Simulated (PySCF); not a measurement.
Molfile (atoms numbered from 1):
```
H9NSSi3
     RDKit          3D

 14 13  0  0  0  0  0  0  0  0999 V2000
   -2.9696    0.4803    0.2839 Si  0  0  0  0  0  4  0  0  0  0  0  0
   -1.3393   -0.0649    0.5877 N   0  0  0  0  0  0  0  0  0  0  0  0
   -0.0140   -0.2133   -0.5112 Si  0  0  0  0  0  4  0  0  0  0  0  0
    1.5617    1.1754   -0.0043 S   0  0  0  0  0  0  0  0  0  0  0  0
    3.2306   -0.1761   -0.0567 Si  0  0  0  0  0  4  0  0  0  0  0  0
   -3.2966    1.7089    1.0717 H   0  0  0  0  0  0  0  0  0  0  0  0
   -3.9758   -0.5660    0.6461 H   0  0  0  0  0  0  0  0  0  0  0  0
   -3.0699    0.7795   -1.1732 H   0  0  0  0  0  0  0  0  0  0  0  0
   -1.1110   -0.2545    1.5616 H   0  0  0  0  0  0  0  0  0  0  0  0
   -0.5458    0.0782   -1.8701 H   0  0  0  0  0  0  0  0  0  0  0  0
    0.6074   -1.5741   -0.4742 H   0  0  0  0  0  0  0  0  0  0  0  0
    4.4351    0.6502    0.2394 H   0  0  0  0  0  0  0  0  0  0  0  0
    3.0909   -1.2515    0.9704 H   0  0  0  0  0  0  0  0  0  0  0  0
    3.3833   -0.8172   -1.3970 H   0  0  0  0  0  0  0  0  0  0  0  0
  1  2  1  0
  2  3  1  0
  3  4  1  0
  4  5  1  0
  1  6  1  0
  1  7  1  0
  1  8  1  0
  2  9  1  0
  3 10  1  0
  3 11  1  0
  5 12  1  0
  5 13  1  0
  5 14  1  0
M  END
```

Geometry: PBE0-D3(BJ)/def2-SVP; GIAO shifts from PySCF 2.14.0 with density-fitted response routines, gas phase, non-relativistic, averaged over equivalent atoms.

At PBE0/pcSseg-1 (158 basis functions, 17 s wall time on 1 thread of an Arm Neoverse V1, shared host):
```
      atoms  δ (ppm)
        Si3    -10.9
        Si1    -48.5
        Si5    -51.2
         N2     22.4
         S4   -297.5
    H10/H11     5.26
   H6/H7/H8     4.75
H12/H13/H14     4.55
         H9    -0.26
```

References, each an isolated molecule treated in the same way: ²⁹Si (351.99 ppm), ¹H (31.27 ppm) against TMS; ¹⁵N (265.67 ppm) vs NH3; ³³S (495.66 ppm) against CS2.

Q: What do these become at wB97X-D/pcSseg-2?

A: 
| atoms | δ at wB97X-D/pcSseg-2 | change |
| --- | --- | --- |
| Si3 | -15.5 | -4.6 |
| Si1 | -51.3 | -2.8 |
| Si5 | -54.3 | -3.1 |
| N2 | 22.4 | +0.0 |
| S4 | -276.9 | +20.6 |
| H10/H11 | 5.31 | +0.05 |
| H6/H7/H8 | 4.73 | -0.02 |
| H12/H13/H14 | 4.53 | -0.02 |
| H9 | 0.03 | +0.29 |

δ = σ(ref) − σ, references computed at the same level: ²⁹Si (σ = 340.70 ppm), ¹H (σ = 31.36 ppm) vs TMS; ¹⁵N (σ = 260.06 ppm) against NH3; ³³S (σ = 499.87 ppm) against CS2.

The largest change is at S4 (sulfur bonded to 2 Si). Cost: 334 basis functions, 76 s wall time on 1 thread of an Arm Neoverse V1, shared host.

Experimental scales use liquid or dissolved standards, which lie at an offset from isolated NH3 (liquid NH3: subtract about 20 ppm).
